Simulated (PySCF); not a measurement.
## Assignment exercise: C₅H₉NO₂Si

Structure with atom numbers: `[CH2:1]=[C:2]([SiH2:3][NH2:4])[C:5](=[O:6])[CH2:7][CH:8]=[O:9]` (H(Xn): hydrogen on atom n). Ha(C1) is cis to Si3; Hb(C1) is trans to Si3.

PySCF calculation with GIAO PBE0/pcSseg-1 shieldings and geometry: GFN2-xTB; one computed conformer, rapidly exchanging positions averaged, non-relativistic, gas phase.

Scale: 13C (σ = 186.93 ppm), 1H (σ = 31.72 ppm) against TMS (reference shieldings calculated alike).

Question: Assign these signals to the numbered atoms. 13C{1H} NMR (computed): δ 202.2 (CH), 200.1 (C), 158.8 (C), 149.4 (CH2), 65.4 (CH2).

Answer: 
```tsv
δ (ppm)	atoms	environment	reason
202.2	C8	aldehyde carbonyl carbon	low-lying n→π* states of the double bond to the heteroatom give a large paramagnetic term (-264 ppm)
200.1	C5	ketone carbonyl carbon	low-lying n→π* states of the double bond to the heteroatom give a large paramagnetic term (-266 ppm)
158.8	C2	α carbon of a C=C–C=O unit	the olefinic region
149.4	C1	β carbon of a C=C–C=O unit	conjugation with the carbonyl draws π density from the β position
65.4	C7	sp3 CH2 α to a carbonyl	–
```

Question: Assign these signals to the numbered atoms. 1H NMR (400 MHz, computed): δ 9.93 (t, 1H), 7.39 (br s, 1H), 6.96 (br s, 1H), 5.05 (s, 2H), 4.03 (d, 2H), 0.05 (br s, 2H).

Answer: 
```tsv
δ (ppm)	atoms	environment	reason
9.93	H(C8)	hydrogen on an aldehyde carbonyl carbon	deshielded by the polar, anisotropic C=O bond
7.39	Hb(C1)	hydrogen on a β carbon of a C=C–C=O unit	olefinic region
6.96	Ha(C1)	hydrogen on a β carbon of a C=C–C=O unit	–
5.05	H(Si3)	hydrogen on a silicon bonded to C, N	–
4.03	H(C7)	hydrogen on an sp3 CH2 α to a carbonyl	–
0.05	H(N4)	hydrogen on a nitrogen bonded to Si	exchangeable; this is the value without hydrogen bonding to other molecules
```

Exchangeable OH/NH protons stand at their gas-phase positions; hydrogen bonding in a real sample shifts them, mostly to higher δ. Shifts are as computed. Against solution values, carbons near 30 ppm lie about +3 ppm off and those near 130 ppm about +5 ppm. Of 1309 compounds with measured shifts, 239 miss one by over three times the rms of a fit or turn the order of signals round; such compounds aren't used in these exercises. No couplings were computed; multiplicities are counted from neighbouring protons, with m where these are inequivalent, close in shift, in a saturated or five-membered ring or joined by F or P, and br s for small geminal =CH2 splittings.
